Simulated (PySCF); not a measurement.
The complex [CuCl5]3- (charge -3) contains Cu(II), shell d9. The structure is a PBE0-D3(BJ)/def2-TZVP, IEF-PCM water geometry optimised for multiplicity 2; coordination square pyramidal, point group C2v, metal–donor distances 2.35–2.66 Å.

Method (PySCF 2.14, density fitting): CASSCF(9,5) with orbitals averaged over all microstates of the shell, strongly contracted NEVPT2 on the averaged canonical orbitals; basis x2c-TZVPall on the metal, x2c-SVPall elsewhere; spin-free X2C; IEF-PCM water; spin-orbit coupling by state interaction with the mean-field operator over all roots.

CASSCF energies above the lowest CASSCF root:

| state | CASSCF / cm⁻¹ |
| --- | --- |
| 2A1 | 0 |
| 2A2 | 5050 |
| 2A1 | 5111 |
| 2B2 | 5785 |
| 2B1 | 5970 |

Problem. How does dynamic correlation (SC-NEVPT2) move these states?

Solution. 
```json
{"state": "2A1", "NEVPT2 / cm⁻¹": "0", "shift / cm⁻¹": "0"}
{"state": "2A2", "NEVPT2 / cm⁻¹": "8193", "shift / cm⁻¹": "+3143"}
{"state": "2A1", "NEVPT2 / cm⁻¹": "7671", "shift / cm⁻¹": "+2560"}
{"state": "2B2", "NEVPT2 / cm⁻¹": "8830", "shift / cm⁻¹": "+3045"}
{"state": "2B1", "NEVPT2 / cm⁻¹": "9204", "shift / cm⁻¹": "+3234"}
```

No frequencies were computed for the optimised geometry. Ligand-hole states mix strongly into such Cu(II) halides; the d shell alone makes them too ionic, overstates g shifts and moments and can put the wrong state lowest. NEVPT2 lifts 2A2 from 5050 to 8193 cm⁻¹; on the d shell alone such lifts tend to overshoot.
